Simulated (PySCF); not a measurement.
# Electronic structure of Ir (iridium, neutral) at the UHF level

Configuration: [Xe] 4f14 5d8 6s1, high-spin 4F determinant (an excited configuration). Computed with PySCF 2.14 in aug-cc-pwCVTZ-PP with ECP60MDF (8s8p7d4f3g, 122 functions), with scalar relativity through the core potential.

* Total energy: -103.617739 hartree
* One-electron energy: -181.4766 hartree
* Hartree (Coulomb) energy: 87.6708 hartree
* Exchange energy: -9.8120 hartree
* ⟨S²⟩: 3.7537
* ⟨L²⟩: 12.051
* Sum of ⟨r⟩: 26.34 bohr
* Sum of ⟨r²⟩: 52.55 bohr²

| shell | electrons | mean orbital energy (hartree) | spread (hartree) | rms radius, mean of both spins (bohr) |
| --- | --- | --- | --- | --- |
| 5s α | 1 | -4.15979 | 0 | 1.07 |
| 5s β | 1 | -4.05825 | 0 | 1.07 |
| 5p α | 3 | -2.43560 | 0 | 1.23 |
| 5p β | 3 | -2.29784 | 0 | 1.23 |
| 5d α | 5 | -0.40673 | 0.03854 | 1.93 |
| 5d β | 3 | -0.33816 | 0 | 1.93 |
| 6s α | 1 | -0.29244 | 0 | 3.37 |

Energies and moments cover only the electrons outside the core potential. Spin-orbit coupling, absent here, splits the open shell strongly.
